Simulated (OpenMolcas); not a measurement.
Fe2+ (d6) among equal point charges was computed by CASSCF with the d shell active (OpenMolcas, ANO-RCC-VDZP on the metal). Its lowest spin-free states, and all those of the highest spin:

```tsv
2S+1	Degeneracy	E (cm-1)
5	3	0.0
5	2	6815
3	3	18888
3	3	21313
3	3	23256
1	1	25197
3	2	25500
3	3	26364
3	3	26572
1	3	28987
3	1	29613
3	3	29805
```

Question: Is the site octahedral, tetrahedral or cube-like, axial, or of lower symmetry?

Answer: The states with 2S+1 = 5 have orbital degeneracies 3, 2. Threefold states need a cubic site. For d6 at this spin an octahedron puts the threefold T2 below the twofold E and a tetrahedron or cube puts the twofold E below the threefold T2, so the site is octahedral. The first gap at this spin, 6810 cm-1, is |10Dq| in ligand-field theory. The run had Fe2+ among 6 point charges of -1 e arranged as an octahedron (Oh), 1.68 Å from the ion.

An orbital triplet at a regular site is open to Jahn-Teller coupling, which can distort the site and quench the lowest spin-orbit gaps and is left out. Without dynamic correlation the repulsion within the d shell is too large (B by tens of per cent), so at a given field states of lower spin stand too high. This is an electrostatic model: the charges have no orbitals. No measured value stands beside these numbers.
